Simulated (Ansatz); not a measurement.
Geometry optimisation, RKS PBE-D4/def2-SVP in Ansatz.

Input:

```yaml
crystal:
  periodic: [false, false, false]
  atoms:
    - { symbol: Ge, position_ang: [0.093975, -0.501973, -0.577377] }
    - { symbol: Ge, position_ang: [0.206177, -0.042188, 3.00193] }
    - { symbol: H, position_ang: [-1.326917, -0.241067, 2.959313] }
    - { symbol: H, position_ang: [0.741021, -0.494553, 4.390156] }
    - { symbol: H, position_ang: [0.580044, 1.439163, 2.778128] }
    - { symbol: H, position_ang: [1.375254, 0.233037, -1.025268] }
    - { symbol: O, position_ang: [-0.879217, 0.734658, 0.286704] }
    - { symbol: H, position_ang: [-1.819737, 0.471294, 0.319857] }
    - { symbol: Cl, position_ang: [-1.066156, -1.088834, -2.334463] }
    - { symbol: H, position_ang: [0.336262, -1.750305, 0.306666] }
    - { symbol: H, position_ang: [0.846194, -0.953332, 1.921655] }
basis:
  gaussian: { orbitals: def2-SVP }
hamiltonian:
  xc: pbe
  dispersion: d4
relax:
  f_tol: 0.03
  max_steps: 50
output:
  orbitals: {}
```

Run as:

```bash
$ ansatz run input.yaml --threads 4 --pin off --max-ram 5120MiB --backend cpu --events-out ev --progress --plain --runs-dir out
```

Where does it end, and by what steps?

The forces met the threshold. The force dipped under the threshold on the way, but the program's further checks kept it going. After 10 steps the energy has fallen by 0.172 eV; H10 moved furthest, 0.66 Å.

| step | energy less start (eV) | largest force component (eV/Å) | accepted |
| --- | --- | --- | --- |
| 0 | 0.0000 | 0.329 | yes |
| 1 | -0.1038 | 0.149 | yes |
| 2 | -0.0961 | 0.992 | no |
| 3 | -0.1411 | 0.281 | yes |
| 4 | -0.1575 | 0.124 | yes |
| 5 | -0.1660 | 0.074 | yes |
| 6 | -0.1684 | 0.093 | yes |
| 7 | -0.1698 | 0.074 | yes |
| 8 | -0.1713 | 0.015 | yes |
| 9 | -0.1717 | 0.039 | yes |
| 10 | -0.1718 | 0.026 | yes |

```xyz
11
Properties=species:S:1:pos:R:3
Ge 0.011 -0.605 -0.857
Ge 0.246 0.053 3.251
H -1.210 -0.430 3.020
H 0.641 -0.264 4.718
H 0.350 1.575 3.006
H 1.396 -0.022 -1.196
O -0.744 0.631 0.204
H -1.645 0.368 0.474
Cl -1.159 -0.780 -2.692
H 0.004 -2.009 -0.198
H 1.198 -0.711 2.295
```

Whether the end is a true minimum wasn't checked by a vibrational analysis.

The run took 20 s on 4 threads of Arm Neoverse V1, with other jobs on the host, peak memory 0.2 GiB.
